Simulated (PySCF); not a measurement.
CH7GeNO, CH6GeO2, B2GeH7N, CH4GeO2 and others (calculated)

Computed with PySCF 2.14.0. Calculation on a computer-drawn molecule: optimised geometry and harmonic frequencies of an isolated molecule of the commonest isotopes, restricted reference for singlets and unrestricted otherwise, frozen core in MP2; on germanium a core potential holds 10 electrons, which the energies leave out, and 3d is frozen in MP2 and coupled-cluster steps.

Common to all runs: charge 0; multiplicity 1; method HF; basis and core potential on germanium cc-pVDZ-PP ECP10MDF.

(1) CH7GeNO

Start structure:
```xyz
11
CH7GeNO
C      1.0161     0.2185    -1.4209
N      1.7586    -0.0532    -0.2218
Ge     1.7463     1.1156     1.2516
O      0.0477     1.1758     1.8037
H      0.0418     0.6942    -1.0809
H      0.8500    -0.7163    -1.8990
H      1.4501     0.9657    -2.0291
H      2.7015    -0.3898    -0.3599
H      2.0326     2.5549     1.0545
H      2.6215     0.4442     2.2841
H     -0.3617     0.2599     1.8064
```

It was run with basis cc-pVDZ.

The calculation gives: rotational constants 8.671, 3.141, 2.577 GHz; total energy -464.6558 hartree; convergence status largest gradient component 3.576e-05 hartree/bohr.

Drawn bonds:
```csv
atom,other atom,order
1,2,1
2,3,1
3,4,1
1,5,1
1,6,1
1,7,1
2,8,1
3,9,1
3,10,1
4,11,1
```

Optimised structure:
```xyz
11
CH7GeNO
C      1.0445     0.2720    -1.4232
N      1.7073    -0.0608    -0.1735
Ge     1.6879     1.0823     1.2500
O      0.0369     1.1154     1.9054
H      0.0570     0.6872    -1.2143
H      0.8944    -0.6278    -2.0247
H      1.5896     1.0005    -2.0364
H      2.5841    -0.5276    -0.3171
H      1.9550     2.5464     0.9053
H      2.6846     0.5243     2.2679
H     -0.3368     0.2576     2.0492
```

Modes:
```csv
frequency (cm⁻¹),reduced mass (dalton)
79.88,2.788
146,1.146
206.4,2.837
241.6,1.337
344.3,2.107
516.9,1.397
596.3,1.392
682.5,1.813
740,4.731
760.6,1.397
882.9,1.088
945,1.036
979.4,1.115
1161,1.517
1206,2.426
1233,1.302
1516,1.338
1572,1.168
1598,1.048
1617,1.04
2235,1.024
2255,1.015
3138,1.048
3211,1.091
3252,1.103
3784,1.075
4153,1.067
```

(2) CH6GeO2

Start structure:
```xyz
10
CH6GeO2
O      0.9651     0.4759     0.3422
C      0.1853     0.6147    -0.8437
Ge    -0.8490    -1.1176    -1.0440
O     -1.7562    -1.1193     0.4743
H      0.3136     0.3665     1.1457
H      0.9536     0.6790    -1.6560
H     -0.5003     1.4902    -0.8515
H     -1.7446    -1.1107    -2.1910
H      0.0091    -2.3205    -0.9928
H     -2.3548    -1.8153     0.5757
```

It was run with basis cc-pVDZ.

The calculation gives: rotational constants 7.616, 3.501, 2.618 GHz; total energy -484.4709 hartree; convergence status largest gradient component 2.437e-05 hartree/bohr.

Drawn bonds:
```csv
atom,other atom,order
1,2,1
2,3,1
3,4,1
1,5,1
2,6,1
2,7,1
3,8,1
3,9,1
4,10,1
```

Optimised structure:
```xyz
10
CH6GeO2
O      0.7947     0.5539     0.4560
C      0.2307     0.5530    -0.8299
Ge    -0.8492    -1.0686    -1.0676
O     -1.7155    -1.0679     0.5016
H      0.1079     0.3764     1.0850
H      1.0481     0.5875    -1.5501
H     -0.3917     1.4382    -1.0016
H     -1.8594    -0.9970    -2.2196
H     -0.0196    -2.3528    -1.1767
H     -2.1242    -1.8798     0.7619
```

Modes:
```csv
frequency (cm⁻¹),reduced mass (dalton)
103,3.323
174.1,3.297
198.6,1.122
312.3,3.409
472.5,1.116
521.2,1.333
651.2,2.332
703.4,1.178
719.2,8.91
810.4,1.142
905.4,1.265
950.1,1.135
961.9,1.044
1166,6.15
1259,1.061
1392,1.244
1520,1.221
1588,1.074
2213,1.024
2231,1.016
3166,1.068
3254,1.097
4112,1.067
4169,1.067
```

(3) B2GeH7N

Start structure:
```xyz
11
B2GeH7N
B     -0.5631     0.2836    -0.1412
Ge     0.5156    -0.6495     1.2876
B      2.4547    -0.9818     0.7918
N     -0.2145    -2.2312     1.9199
H     -0.4806     1.3834    -0.2966
H     -1.3773    -0.3539    -0.8361
H      0.5101     0.1757     2.5091
H      3.2174    -0.1358     0.6885
H      2.7925    -2.0511     0.4625
H     -1.2279    -2.2313     1.9826
H      0.0165    -3.0448     1.3549
```

Here we set basis cc-pVDZ.

Results for B2GeH7N: rotational constants 5.08, 4.846, 2.943 GHz; total energy -401.2143 hartree; convergence status largest gradient component 2.512e-05 hartree/bohr.

Drawn bonds:
```csv
atom,other atom,order
1,2,1
2,3,1
2,4,1
1,5,1
1,6,1
2,7,1
3,8,1
3,9,1
4,10,1
4,11,1
```

Optimised structure:
```xyz
11
B2GeH7N
B     -0.5939     0.2733    -0.1747
Ge     0.4846    -0.6986     1.3335
B      2.4743    -0.9709     0.7765
N     -0.2014    -2.3345     1.9017
H     -0.2456     1.3552    -0.5620
H     -1.5689    -0.2131    -0.6796
H      0.4288     0.2176     2.5737
H      3.2201    -0.0335     0.7159
H      2.9019    -2.0523     0.4816
H     -1.1814    -2.3092     2.1296
H     -0.0752    -3.0707     1.2268
```

Modes:
```csv
frequency (cm⁻¹),reduced mass (dalton)
100.7,1.246
124.5,1.065
143.8,1.28
157.7,2.093
187.1,2.831
215.8,1.714
543.9,3.876
549,1.542
569.3,1.985
640,1.379
663.9,2.683
702.7,1.218
715,1.451
807.5,1.119
954.8,1.29
971.5,1.32
992.7,1.19
1249,1.144
1260,1.143
1704,1.093
2162,1.019
2665,1.052
2678,1.053
2749,1.126
2761,1.127
3720,1.051
3805,1.093
```

(4) CH4GeO2

Start structure:
```xyz
8
CH4GeO2
O     -0.0106    -0.1090    -3.0405
Ge     0.7805    -0.9126    -1.8166
C     -0.0274    -0.9545     0.0575
O     -1.4047    -0.6836    -0.0133
H      2.1710    -1.4158    -2.0349
H      0.4622    -0.2224     0.7195
H      0.1029    -1.9263     0.4853
H     -1.6168     0.1034    -0.3776
```

Here we set basis cc-pVDZ.

Results for CH4GeO2: rotational constants 10.11, 3.516, 2.661 GHz; total energy -483.2362 hartree; convergence status largest gradient component 9.062e-06 hartree/bohr.

Drawn bonds:
```csv
atom,other atom,order
1,2,2
2,3,1
3,4,1
2,5,1
3,6,1
3,7,1
4,8,1
```

Optimised structure:
```xyz
8
CH4GeO2
O     -0.1471    -0.0828    -2.8767
Ge     0.7376    -0.8357    -1.7459
C     -0.0134    -0.9344     0.0606
O     -1.3642    -0.5885     0.0423
H      2.1288    -1.4308    -1.9714
H      0.5724    -0.2757     0.7141
H      0.0924    -1.9467     0.4557
H     -1.5495    -0.0260    -0.6992
```

Modes:
```csv
frequency (cm⁻¹),reduced mass (dalton)
77.61,3.003
129.1,4.512
322.3,1.216
374.1,5.29
475.7,1.147
618.6,2.869
782.7,1.2
818.9,1.278
1049,18.05
1190,5.861
1288,1.11
1355,1.2
1510,1.226
1588,1.071
2239,1.021
3149,1.067
3231,1.094
4092,1.068
```

(5) BGeH5OSi

Start structure:
```xyz
9
BGeH5OSi
O      0.2099     1.2936     2.4945
Ge     0.8012     1.6673     1.1063
B     -0.2083     1.3375    -0.6339
Si    -0.2726    -0.4676    -1.4271
H      2.2811     2.4070     1.1681
H     -0.7456     2.2287    -1.0655
H      0.6590    -1.3873    -0.8851
H      0.0682    -0.3863    -2.8783
H     -1.5851    -0.9506    -1.2789
```

Here we set basis cc-pV(D+d)Z.

The calculation gives: rotational constants 10.86, 1.327, 1.263 GHz; total energy -684.6837 hartree; convergence status largest gradient component 3.305e-05 hartree/bohr.

Drawn bonds:
```csv
atom,other atom,order
1,2,2
2,3,1
3,4,1
2,5,1
3,6,1
4,7,1
4,8,1
4,9,1
```

Optimised structure:
```xyz
9
BGeH5OSi
O      0.1911     1.4757     2.6840
Ge     0.8204     1.7283     1.2083
B     -0.1746     1.3204    -0.5672
Si    -0.2452    -0.4967    -1.4979
H      2.2460     2.2879     1.0423
H     -0.7736     2.2352    -1.0588
H      0.7053    -1.4754    -0.9214
H      0.0654    -0.3187    -2.9370
H     -1.6269    -1.0144    -1.3522
```

Modes:
```csv
frequency (cm⁻¹),reduced mass (dalton)
35.46,1.161
62.55,3.763
128.2,3.8
171.2,3.772
411,2.586
477.5,1.18
489.4,1.102
661.6,1.531
708.6,1.503
728,2.561
821.7,1.208
966.8,1.252
996.6,1.206
1017,1.09
1033,1.042
1041,14.05
2183,1.02
2304,1.045
2306,1.043
2314,1.032
2723,1.091
```
